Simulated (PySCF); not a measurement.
A ladder of Hamiltonians for Eu⁵³⁺ (europium, charge +53)

Occupied: 1s1/2, 2s1/2, 2p1/2, 2p3/2. Hartree-Fock calculated with PySCF 2.14 in an even-tempered Gaussian basis (19 s from 11 bohr⁻², ratio 2.3; 15 p from 13 bohr⁻², ratio 2.3), Gaussian nucleus throughout. NR is non-relativistic, sf-X2C the spin-free one-electron X2C Hamiltonian, X2C adds the bare one-electron spin-orbit term, X2C-SNSO screens it by Boettger's factors, DC is four-component Dirac-Coulomb, and the Gaunt and Breit terms are added at first order (total energies over the DC spinors, levels after relaxing the spinors in that mean field). QED terms are absent. Levels marked empty are virtual spinors of this ion.

```tsv
Hamiltonian	E (hartree)
NR	-7400.7877
sf-X2C	-7766.1897
X2C	-7771.9016
X2C-SNSO	-7771.5259
DC	-7774.5012
DC+Gaunt	-7766.1053
DC+Breit	-7766.8382
```

```tsv
level (eV)	NR	sf-X2C	X2C	X2C-SNSO	DC	DC+Gaunt	DC+Breit
1s1/2	-50012.1	-52863.6	-52856.7	-52857.2	-52908.7	-52769.7	-52778.8
2s1/2	-11138.9	-11946.6	-11944.9	-11945.0	-11951.8	-11937.2	-11938.1
2p1/2	-10816.3	-11095.5	-11587.3	-11569.7	-11573.8	-11548.0	-11550.6
2p3/2	-10816.3	-11095.5	-10886.4	-10892.8	-10897.6	-10879.9	-10882.6
3s1/2 (empty)	-4590.0	-4842.4	-4842.1	-4842.1	-4843.8	-4839.9	-4840.4
3p1/2 (empty)	-4481.3	-4593.1	-4721.8	-4717.3	-4718.3	-4711.6	-4712.6
3p3/2 (empty)	-4481.3	-4593.1	-4537.8	-4539.5	-4540.5	-4536.0	-4536.9
```

Question: How large are the two-electron picture-change error of X2C and the Breit correction in the total energy?

Answer: X2C-1e lies 2.5996 hartree above Dirac-Coulomb; Gaunt adds 8.3959 and the full Breit term 7.6631 hartree.

```tsv
interval (eV)	X2C	X2C-SNSO	DC	DC+Gaunt	DC+Breit
2p3/2 − 2p1/2	700.9	676.9	676.1	668.1	668.1
3p3/2 − 3p1/2	184.0	177.8	177.8	175.7	175.6
```

Weight of the small component: 1s1/2 0.0550, 2s1/2 0.0126, 2p1/2 0.0125, 2p3/2 0.0117, 3s1/2 0.00491, 3p1/2 0.00486, 3p3/2 0.00465.

Koopmans' value for the highest occupied level at DC+Breit: 10882.6 eV, against an ionisation energy of 10880 ± 5 eV (theoretical estimate listed by NIST; NIST Atomic Spectra Database, ionization energies); the former lacks relaxation, correlation, QED and recoil.

The whole ladder took 94 s of wall time on 1 thread of Neoverse-V2 (shared host), launched as `OMP_NUM_THREADS=1 python relrun2.py TASK.json OUT` (a driver that calls PySCF for each Hamiltonian).

Dirac-Coulomb iterations, started from the X2C spinors:

```
with_ssss True, with_gaunt False, with_breit False
light speed = 137.03599967994
init E= -7735.06142058521
cycle= 1 E= -7774.5002593595  delta_E= -39.4  |g|= 1.98  |ddm|= 0.0878
cycle= 2 E= -7774.50122437752  delta_E= -0.000965  |g|= 0.0245  |ddm|= 0.00323
cycle= 3 E= -7774.5012253006  delta_E= -9.23e-07  |g|= 0.000757  |ddm|= 0.000139
cycle= 4 E= -7774.50122530152  delta_E= -9.24e-10  |g|= 3.64e-06  |ddm|= 3.71e-06
```
